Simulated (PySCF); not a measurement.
PySCF job for BH5N, SMILES B[NH3+], charge +1, ωB97X-D3(BJ)/def2-TZVP. 

```python
import numpy as np
from pyscf import gto, scf, dft
from pyscf.geomopt import geometric_solver

mol = gto.M(
    atom='''
    B     0.88294311    0.09372066    0.00559412
    N    -0.61519909   -0.07465987   -0.01266723
    H     1.55606124   -0.85524187    0.02926954
    H     1.30062204    1.18043963    0.01189953
    H    -0.97778445    0.21151059    0.90809487
    H    -0.93037151   -1.03518651   -0.19088917
    H    -1.05684920    0.55249398   -0.69767482
    ''',
    basis='def2-TZVP',
    charge=1,
    spin=0,
    max_memory=1600,
    verbose=3,
)
mf = dft.RKS(mol, xc='wb97x-d3bj').density_fit(auxbasis='def2-universal-jkfit')
mf.grids.level = 3
mf.conv_tol = 1e-9
mf.max_cycle = 100
mf.kernel()
grad = mf.nuc_grad_method()
grad.grid_response = mol.nao <= 150
conv, mol_eq = geometric_solver.kernel(grad, convergence_set='GAU_TIGHT', maxsteps=100)
print(mol_eq.tostring(format='xyz'))
mf.reset(mol_eq)
mf.kernel()
```

Program output:

```
converged SCF energy = -82.4131761828243
[banner and settings of the optimiser left out]
Geometry optimization cycle 1
Cartesian coordinates (Angstrom)
 Atom        New coordinates             dX        dY        dZ
   B   0.882943   0.093721   0.005594    0.000000  0.000000  0.000000
   N  -0.615199  -0.074660  -0.012667    0.000000  0.000000  0.000000
   H   1.556061  -0.855242   0.029270    0.000000  0.000000  0.000000
   H   1.300622   1.180440   0.011900   -0.000000  0.000000 -0.000000
   H  -0.977784   0.211511   0.908095    0.000000  0.000000  0.000000
   H  -0.930372  -1.035187  -0.190889    0.000000  0.000000  0.000000
   H  -1.056849   0.552494  -0.697675    0.000000  0.000000  0.000000

WARN: Mole.unit (angstrom) is changed to Bohr

converged SCF energy = -82.413176182824
--------------- DFRKS_Scanner gradients ---------------
         x                y                z
0 B    -0.0180485145    -0.0013210732     0.0008793942
1 N     0.0157610488     0.0036644647     0.0019046281
2 H    -0.0021795980     0.0103637733    -0.0003759390
3 H     0.0006067826    -0.0107852325    -0.0001142464
4 H     0.0025535735     0.0000681992     0.0009294297
5 H     0.0003639140    -0.0025573777    -0.0010893613
6 H     0.0009427980     0.0005672447    -0.0021339075
----------------------------------------------
cycle 1: E = -82.4131761828  dE = -82.4132  norm(grad) = 0.0290474
Step    0 : Gradient = 1.098e-02/1.812e-02 (rms/max) Energy = -82.4131761828
Hessian Eigenvalues: 2.30000e-02 2.68581e-02 5.00000e-02 ... 4.27607e-01 4.30241e-01 4.33166e-01

Geometry optimization cycle 2
Cartesian coordinates (Angstrom)
 Atom        New coordinates             dX        dY        dZ
   B   0.910753   0.107298   0.002164    0.027810  0.013578 -0.003430
   N  -0.618782  -0.076959  -0.013224   -0.003583 -0.002299 -0.000556
   H   1.548368  -0.888036   0.030264   -0.007693 -0.032794  0.000995
   H   1.323093   1.216298   0.011445    0.022471  0.035859 -0.000455
   H  -0.998065   0.204592   0.902289   -0.020281 -0.006919 -0.005806
   H  -0.931567  -1.035592  -0.188463   -0.001196 -0.000406  0.002426
   H  -1.074378   0.545476  -0.690849   -0.017529 -0.007018  0.006826
converged SCF energy = -82.4146234935018
--------------- DFRKS_Scanner gradients ---------------
         x                y                z
0 B    -0.0086157850     0.0027487339    -0.0003385623
1 N     0.0058223076    -0.0024110423    -0.0003766886
2 H     0.0002319220    -0.0001450763     0.0001231744
3 H     0.0031245097    -0.0003765337     0.0002781529
4 H     0.0001452450     0.0002335846     0.0003654070
5 H    -0.0007634583    -0.0001659094     0.0000515886
6 H     0.0000552598     0.0001162457    -0.0001030725
----------------------------------------------
cycle 2: E = -82.4146234935  dE = -0.00144731  norm(grad) = 0.0115186
Step    1 : Displace = 2.624e-02/4.231e-02 (rms/max) Trust = 1.000e-01 (=) Grad = 4.354e-03/9.050e-03 (rms/max) E (change) = -82.4146234935 (-1.447e-03) Quality = 1.102
Hessian Eigenvalues: 2.29933e-02 2.69275e-02 5.00000e-02 ... 4.27726e-01 4.30306e-01 4.33009e-01

Geometry optimization cycle 3
Cartesian coordinates (Angstrom)
 Atom        New coordinates             dX        dY        dZ
   B   0.922875   0.090712   0.004128    0.012122 -0.016586  0.001963
   N  -0.623812  -0.073297  -0.011848   -0.005030  0.003662  0.001375
   H   1.583462  -0.892587   0.030020    0.035093 -0.004552 -0.000245
   H   1.299004   1.214089   0.007889   -0.024089 -0.002209 -0.003556
   H  -1.006059   0.209454   0.901542   -0.007994  0.004863 -0.000748
   H  -0.942608  -1.028499  -0.189043   -0.011041  0.007093 -0.000580
   H  -1.073440   0.553204  -0.689059    0.000938  0.007729  0.001790
converged SCF energy = -82.414758537064
--------------- DFRKS_Scanner gradients ---------------
         x                y                z
0 B    -0.0024901621    -0.0023587087     0.0000937481
1 N     0.0001333911     0.0008981063    -0.0008677003
2 H     0.0029749430    -0.0003884648     0.0000565449
3 H     0.0007706305     0.0009799198     0.0000250198
4 H    -0.0007158031     0.0002645913     0.0000298753
5 H     0.0002788160     0.0005453015     0.0002269191
6 H    -0.0009518150     0.0000592539     0.0004355924
----------------------------------------------
cycle 3: E = -82.4147585371  dE = -0.000135044  norm(grad) = 0.00510085
Step    2 : Displace = 1.942e-02/3.531e-02 (rms/max) Trust = 1.414e-01 (+) Grad = 1.928e-03/3.431e-03 (rms/max) E (change) = -82.4147585371 (-1.350e-04) Quality = 0.577
Hessian Eigenvalues: 2.29682e-02 2.68544e-02 4.99998e-02 ... 4.27690e-01 4.30497e-01 4.35404e-01

Geometry optimization cycle 4
Cartesian coordinates (Angstrom)
 Atom        New coordinates             dX        dY        dZ
   B   0.925082   0.098680   0.004431    0.002207  0.007967  0.000303
   N  -0.621210  -0.074019  -0.010801    0.002601 -0.000722  0.001048
   H   1.561457  -0.896752   0.029631   -0.022004 -0.004164 -0.000388
[...]
   N  -0.620310  -0.074272  -0.029398    0.000002 -0.000012  0.000060
   H   1.554534  -0.857013   0.208513    0.000058 -0.000164 -0.000667
   H   1.298419   1.232876  -0.124836   -0.000035  0.000013  0.000481
   H  -0.989940   0.032449   0.925991   -0.000026  0.000636 -0.000025
   H  -0.902350  -1.008631  -0.339760   -0.000115 -0.000135  0.000547
   H  -1.102753   0.626180  -0.599930    0.000107 -0.000268 -0.000356
converged SCF energy = -82.4148540532459
--------------- DFRKS_Scanner gradients ---------------
         x                y                z
0 B    -0.0000007971     0.0000002006     0.0000001694
1 N    -0.0000007193    -0.0000004504     0.0000013000
2 H     0.0000000342    -0.0000007210    -0.0000007490
3 H     0.0000005590    -0.0000000930     0.0000007601
4 H    -0.0000001663     0.0000000006    -0.0000008345
5 H     0.0000002664     0.0000009108    -0.0000004677
6 H     0.0000008207     0.0000001516    -0.0000001794
----------------------------------------------
cycle 20: E = -82.4148540532  dE = 1.45349e-10  norm(grad) = 2.76899e-06
Step   19 : Displace = 4.749e-04/6.632e-04 (rms/max) Trust = 3.000e-01 (=) Grad = 1.047e-06/1.553e-06 (rms/max) E (change) = -82.4148540532 (+1.453e-10) Quality = -0.393
Hessian Eigenvalues: 2.03011e-04 2.20942e-02 3.58540e-02 ... 4.21403e-01 4.28424e-01 4.32042e-01

Geometry optimization cycle 21
Cartesian coordinates (Angstrom)
 Atom        New coordinates             dX        dY        dZ
   B   0.921819   0.121562   0.013071   -0.000007  0.000064  0.000013
   N  -0.620307  -0.074277  -0.029410    0.000003 -0.000005 -0.000013
   H   1.554523  -0.856894   0.208827   -0.000012  0.000120  0.000314
   H   1.298410   1.232905  -0.125109   -0.000009  0.000029 -0.000273
   H  -0.989915   0.032108   0.926025    0.000025 -0.000341  0.000033
   H  -0.902264  -1.008586  -0.340014    0.000086  0.000046 -0.000254
   H  -1.102839   0.626268  -0.599750   -0.000086  0.000088  0.000180
converged SCF energy = -82.4148540535675
--------------- DFRKS_Scanner gradients ---------------
         x                y                z
0 B    -0.0000007674     0.0000003149     0.0000008910
1 N     0.0000007753     0.0000016818     0.0000028035
2 H    -0.0000003023    -0.0000008139     0.0000004853
3 H     0.0000006203    -0.0000001768    -0.0000007942
4 H     0.0000003669    -0.0000005466    -0.0000006030
5 H    -0.0000007132     0.0000001688    -0.0000013022
6 H     0.0000000150    -0.0000006307    -0.0000014827
----------------------------------------------
cycle 21: E = -82.4148540536  dE = -3.21535e-10  norm(grad) = 4.52034e-06
Step   20 : Displace = 2.375e-04/3.277e-04 (rms/max) Trust = 2.375e-04 (-) Grad = 1.709e-06/3.360e-06 (rms/max) E (change) = -82.4148540536 (-3.215e-10) Quality = 0.539
Hessian Eigenvalues: 7.51522e-04 2.14346e-02 3.04598e-02 ... 4.21548e-01 4.27761e-01 4.31908e-01

Geometry optimization cycle 22
Cartesian coordinates (Angstrom)
 Atom        New coordinates             dX        dY        dZ
   B   0.921821   0.121552   0.013049    0.000002 -0.000010 -0.000022
   N  -0.620306  -0.074291  -0.029401    0.000001 -0.000014  0.000010
   H   1.554552  -0.856912   0.208669    0.000029 -0.000018 -0.000157
   H   1.298381   1.232921  -0.125003   -0.000029  0.000016  0.000106
   H  -0.989905   0.032254   0.926021    0.000010  0.000145 -0.000003
   H  -0.902290  -1.008633  -0.339874   -0.000026 -0.000048  0.000141
   H  -1.102826   0.626196  -0.599824    0.000013 -0.000072 -0.000074
converged SCF energy = -82.4148540535947
--------------- DFRKS_Scanner gradients ---------------
         x                y                z
0 B     0.0000008190     0.0000000949     0.0000003602
1 N     0.0000009348     0.0000004589     0.0000009382
2 H    -0.0000002500    -0.0000007826    -0.0000014090
3 H     0.0000000215     0.0000000189     0.0000016789
4 H    -0.0000001887     0.0000003411     0.0000004993
5 H    -0.0000008670    -0.0000006420    -0.0000008338
6 H    -0.0000004667     0.0000005097    -0.0000012338
----------------------------------------------
cycle 22: E = -82.4148540536  dE = -2.72422e-11  norm(grad) = 3.53752e-06
Step   21 : Displace = 1.122e-04/1.590e-04 (rms/max) Trust = 2.375e-04 (=) Grad = 1.337e-06/1.679e-06 (rms/max) E (change) = -82.4148540536 (-2.724e-11) Quality = 0.101
Hessian Eigenvalues: 2.57957e-03 2.08384e-02 2.39321e-02 ... 4.20802e-01 4.29008e-01 4.31928e-01

Geometry optimization cycle 23
Cartesian coordinates (Angstrom)
 Atom        New coordinates             dX        dY        dZ
   B   0.921817   0.121584   0.013038   -0.000004  0.000032 -0.000011
   N  -0.620304  -0.074307  -0.029399    0.000002 -0.000016  0.000001
   H   1.554571  -0.856850   0.208733    0.000020  0.000062  0.000064
   H   1.298349   1.232953  -0.125087   -0.000032  0.000032 -0.000084
   H  -0.989885   0.032161   0.926039    0.000020 -0.000093  0.000017
   H  -0.902255  -1.008645  -0.339914    0.000035 -0.000012 -0.000041
   H  -1.102866   0.626191  -0.599770   -0.000040 -0.000004  0.000054
converged SCF energy = -82.414854053869
--------------- DFRKS_Scanner gradients ---------------
         x                y                z
0 B     0.0000004197    -0.0000002496     0.0000000829
1 N     0.0000007136     0.0000007737    -0.0000005246
2 H    -0.0000003628    -0.0000002285     0.0000006785
3 H     0.0000000524    -0.0000003393     0.0000000501
4 H    -0.0000000376    -0.0000000590     0.0000002887
5 H    -0.0000005678    -0.0000001779    -0.0000004622
6 H    -0.0000002143     0.0000002819    -0.0000001141
----------------------------------------------
cycle 23: E = -82.4148540539  dE = -2.74312e-10  norm(grad) = 1.78526e-06
Step   22 : Displace = 5.541e-05/7.894e-05 (rms/max) Trust = 5.609e-05 (-) Grad = 6.748e-07/1.176e-06 (rms/max) E (change) = -82.4148540539 (-2.743e-10) Quality = 0.721
Hessian Eigenvalues: 4.76485e-03 1.22098e-02 2.43263e-02 ... 4.20765e-01 4.26823e-01 4.31147e-01

Geometry optimization cycle 24
Cartesian coordinates (Angstrom)
 Atom        New coordinates             dX        dY        dZ
   B   0.921811   0.121629   0.013010   -0.000006  0.000046 -0.000028
   N  -0.620300  -0.074340  -0.029376    0.000004 -0.000033  0.000023
   H   1.554621  -0.856771   0.208693    0.000050  0.000079 -0.000040
   H   1.298283   1.233016  -0.125141   -0.000066  0.000063 -0.000054
   H  -0.989860   0.032133   0.926068    0.000025 -0.000028  0.000030
   H  -0.902214  -1.008699  -0.339862    0.000041 -0.000054  0.000052
   H  -1.102914   0.626118  -0.599753   -0.000048 -0.000073  0.000017
converged SCF energy = -82.4148540542541
--------------- DFRKS_Scanner gradients ---------------
         x                y                z
0 B     0.0000002092    -0.0000001959     0.0000003297
1 N     0.0000013665     0.0000010685     0.0000005819
2 H    -0.0000003524    -0.0000003746     0.0000000122
3 H    -0.0000000076    -0.0000001975     0.0000003018
4 H     0.0000000012    -0.0000000846     0.0000000946
5 H    -0.0000008140    -0.0000001863    -0.0000006869
6 H    -0.0000003970    -0.0000000282    -0.0000006344
----------------------------------------------
cycle 24: E = -82.4148540543  dE = -3.85086e-10  norm(grad) = 2.38321e-06
Step   23 : Displace = 6.645e-06/1.006e-05 (rms/max) Trust = 5.609e-05 (=) Grad = 9.008e-07/1.830e-06 (rms/max) E (change) = -82.4148540543 (-3.851e-10) Quality = 2.233
Hessian Eigenvalues: 4.76485e-03 1.22098e-02 2.43263e-02 ... 4.20765e-01 4.26823e-01 4.31147e-01
Converged! =D

7
XYZ from PySCF
B           0.92181141        0.12162929        0.01301003
N          -0.62029967       -0.07434008       -0.02937643
H           1.55462119       -0.85677060        0.20869261
H           1.29828276        1.23301598       -0.12514074
H          -0.98986009        0.03213294        0.92606832
H          -0.90221430       -1.00869906       -0.33986216
H          -1.10291398        0.62611812       -0.59975317
converged SCF energy = -82.4148540542532
```

The calculation finished and met its thresholds.
